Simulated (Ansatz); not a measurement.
`OP[SiH3]` + `C=N` → `C=NP[SiH3]` + H₂O at 298.15 K and 1 bar (ligand exchange at a P–O bond).

Computed with Ansatz on PBE0-D4/def2-TZVP structures; ΔE is electronic, products minus reactants. CCSD(T)/CBS adds triple-zeta CCSD(T) − MP2 to the extrapolated MP2 energy (def2 sets, frozen cores). This one scheme is used for every species. One conformer a species, not always the lowest.

```csv
species,CCSD(T)/CBS energy (Eh),H − E (kJ/mol),S (J/(mol·K))
`OP[SiH3]`,-708.19371,144.7,310.1
`C=N`,-94.52360,115.3,227.0
`C=NP[SiH3]`,-726.33886,191.0,337.2
H₂O,-76.37941,66.4,188.7
```

H − E and S are ideal-gas, rigid-rotor, harmonic terms from PBE0-D4/def2-TZVP, for one conformer and one mirror image of each species. 1 Eh = 2625.50 kJ/mol, R = 8.31446 J/(mol·K).

**Question.** By hand: ΔE, ΔH, ΔS and ΔG.

**Answer.** ΔE = (-726.33886) + (-76.37941) − (-708.19371) − (-94.52360) = -0.00096 Eh = -2.5 kJ/mol. Δ(H − E) = 191.0 + 66.4 − 144.7 − 115.3 = -2.6, so ΔH = -5.1 kJ/mol. ΔS = 337.2 + 188.7 − 310.1 − 227.0 = -11.2 J/(mol·K). ΔG = -5.1 − 298.15 × (-11.2)/1000 = -1.8 kJ/mol.

**Question.** By hand: the equilibrium constant, and the temperature at which ΔG would vanish if ΔH and ΔS stayed fixed.

**Answer.** log₁₀ K = −ΔG/(RT ln 10) = 0.3. ΔG = 0 at ΔH/ΔS = 455 K, though so small a ΔH makes that figure unsure.

TΔS isn't small against ΔH here. The sign of ΔG lies within the doubt. A doubt of 5 kJ/mol in ΔE shifts log₁₀ K by 0.9 here. Other conformers and mirror images would add mixing entropy, several J/(mol·K) or more a flexible species. These are equilibria of isolated gas molecules and say nothing of rates. Largest T1 diagnostic: 0.015 (customary marks: 0.02 for closed shells, 0.045 for open ones).
